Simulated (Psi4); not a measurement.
Psi4 input (wB97X-D/6-311+G**):

```
memory 1500 MB

molecule {
1 1
O    -1.70661100    0.00559700   -0.04848600
C    -0.62544800   -0.50963200    0.24798100
C     0.73169600    0.18445800   -0.07626000
O     1.85185900    0.12879400   -0.01743300
H    -1.79947900    0.87591000   -0.50297700
symmetry c1
no_reorient
no_com
}

set {
  basis 6-311+G**
  reference rks
  scf_type pk
  dft_radial_points 99
  dft_spherical_points 590
  e_convergence 1e-8
  d_convergence 1e-7
  maxiter 150
}

e = energy('wb97x-d')
print_out(f'\nFINAL {e:.10f} DIPOLE {variable("CURRENT DIPOLE")[0]:.6f} {variable("CURRENT DIPOLE")[1]:.6f} {variable("CURRENT DIPOLE")[2]:.6f}\n')
```

From the output:

```

      15A     -0.324967    16A     -0.274947    17A     -0.158584
      18A     -0.121133    19A     -0.087406    20A     -0.059179
      21A     -0.055384    22A     -0.039785    23A     -0.008893
      24A     -0.004844    25A     -0.004273    26A      0.013224
      27A      0.059808    28A      0.072572    29A      0.079462
      30A      0.119441    31A      0.148868    32A      0.155813
      33A      0.168173    34A      0.182442    35A      0.196457
      36A      0.234963    37A      0.301115    38A      0.363798
      39A      0.371283    40A      0.418415    41A      0.418945
      42A      0.438939    43A      0.470235    44A      0.564840
      45A      0.675352    46A      0.717243    47A      0.792692
      48A      0.839221    49A      0.871343    50A      0.898515
      51A      0.924500    52A      0.958135    53A      0.991250
      54A      1.022887    55A      1.102678    56A      1.134449
      57A      1.138660    58A      1.277229    59A      1.299040
      60A      1.324501    61A      1.385331    62A      1.509078
      63A      1.554507    64A      1.617179    65A      1.772180
      66A      1.933057    67A      2.163967    68A      2.348994
      69A      2.381674    70A      2.520617    71A      2.525838
      72A      2.609802    73A      2.623414    74A      2.668819
      75A      2.772509    76A      2.799867    77A      3.048358
      78A      3.124960    79A      3.166118    80A      3.220164
      81A      3.354130    82A      3.592132    83A      3.657527
      84A      3.745087    85A      4.726760    86A      4.804509
      87A      4.886189    88A      5.022797    89A      5.478937
      90A      5.518742    91A     23.490318    92A     23.729489
      93A     49.661801    94A     49.760249

    Final Occupation by Irrep:
              A
    DOCC [    14 ]
    NA   [    14 ]
    NB   [    14 ]

  @RKS Final Energy:  -226.79236360965763

   => Energetics <=

    Nuclear Repulsion Energy =             93.4326819431369415
    One-Electron Energy =                -485.4549834689459544
    Two-Electron Energy =                 184.7772073276105118
    DFT Exchange-Correlation Energy =     -19.5467632693733222
    Empirical Dispersion Energy =          -0.0005061420858365
    VV10 Nonlocal Energy =                  0.0000000000000000
    Total Energy =                       -226.7923636096576274

Computation Completed

Properties will be evaluated at   0.000000,   0.000000,   0.000000 [a0]

Properties computed using the SCF density matrix

 Multipole Moments:

 ------------------------------------------------------------------------------------
     Multipole            Electronic (a.u.)      Nuclear  (a.u.)        Total (a.u.)
 ------------------------------------------------------------------------------------

 L = 1.  Multiply by 2.5417464519 to convert [e a0] to [Debye]
 Dipole X            :         -0.7453106           -0.0000132           -0.7453238
 Dipole Y            :          0.9069365           -0.0000113            0.9069251
 Dipole Z            :         -0.4909264           -0.0000057           -0.4909321
 Magnitude           :                                                    1.2724131

 ------------------------------------------------------------------------------------

FINAL -226.7923636097 DIPOLE -0.745324 0.906925 -0.490932

*** Psi4 exiting successfully. Buy a developer a beer!
```

The dipole moment of an ion depends on the origin.

The geometry given is a B3LYP-D3(BJ)/def2-TZVP minimum.
